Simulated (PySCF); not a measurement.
Species: C6H15OP.
Cartesian coordinates in Å at the PBE0-D3(BJ)/def2-SVP level; atoms count from 1:
```
atom  x, y, z in Å
C1    -1.400   -0.825   -1.358
C2    -1.114   -0.063   -0.062
C3    -2.059   -0.555    1.037
C4    -1.333    1.435   -0.285
C5     0.331   -0.327    0.394
P6     1.665    0.145   -0.817
C7     3.118    0.017    0.358
O8     3.125    1.093    1.256
H9    -2.445   -0.684   -1.676
H10   -1.227   -1.906   -1.232
H11   -0.754   -0.472   -2.179
H12   -3.110   -0.372    0.765
H13   -1.860   -0.038    1.989
H14   -1.938   -1.636    1.211
H15   -2.367    1.634   -0.609
H16   -1.155    2.001    0.644
H17   -0.652    1.828   -1.055
H18    0.448   -1.383    0.690
H19    0.559    0.282    1.286
H20    1.866   -1.115   -1.464
H21    4.048   -0.051   -0.240
H22    3.051   -0.902    0.962
H23    3.146    1.908    0.740
```

Level: PBE0/pcSseg-1 in PySCF, non-relativistic, on one gas-phase PBE0-D3(BJ)/def2-SVP geometry that isn't relaxed in the solvent. The solvent is an IEF-PCM continuum (Bondi radii, 1.10 Å for H, scaled by 1.2). Specific hydrogen bonds and non-electrostatic terms are outside this model.

Gas phase at PBE0/pcSseg-1: HOMO -6.82 eV, LUMO 0.53 eV, dipole 0.83 D.

Q: What does the continuum do to the energy, the frontier levels and the dipole at PBE0/pcSseg-1 in chloroform?

A: 
```json
{"solvent": "chloroform", "ε": "4.711", "E(solvent) − E(gas) (kcal/mol)": "-3.83", "polarisation term (kcal/mol)": "-4.10", "distortion of the solute (kcal/mol)": "0.27", "HOMO (eV)": "-6.78", "LUMO (eV)": "0.69", "dipole (D)": "1.02"}
```

The first energy column is the sum of the next two and covers electrostatics alone.

Q: Give the dipole vector in the frame of the coordinates (D, pointing from negative to positive charge), gas and chloroform.

A: Gas (-0.15, -0.60, -0.55), solvent (-0.11, -0.82, -0.60). Its length changes by +23 % and its direction by 8°.

Q: Which Hirshfeld charges (PBE0/pcSseg-1) respond most in chloroform (means over atoms taken as equivalent)?

A: 
```tsv
atoms	environment	gas (e)	solvent (e)	change
O8	alcohol oxygen	-0.225	-0.238	-0.013
P6	phosphine phosphorus	+0.103	+0.094	-0.009
H23	hydroxyl hydrogen	+0.160	+0.169	+0.009
H20	P–H hydrogen	-0.018	-0.013	+0.005
H21/H22	methylene hydrogen	+0.038	+0.042	+0.004
H18/H19	methylene hydrogen	+0.035	+0.036	+0.001
C1/C3/C4	methyl carbon	-0.118	-0.119	-0.001
C7	carbinol carbon (C–OH)	-0.042	-0.041	+0.001
C2	quaternary sp3 carbon	+0.024	+0.024	0.000
C5	sp3 carbon bound to phosphorus	-0.111	-0.110	+0.001
H9 (×9)	methyl hydrogen	+0.035	+0.035	0.000
```
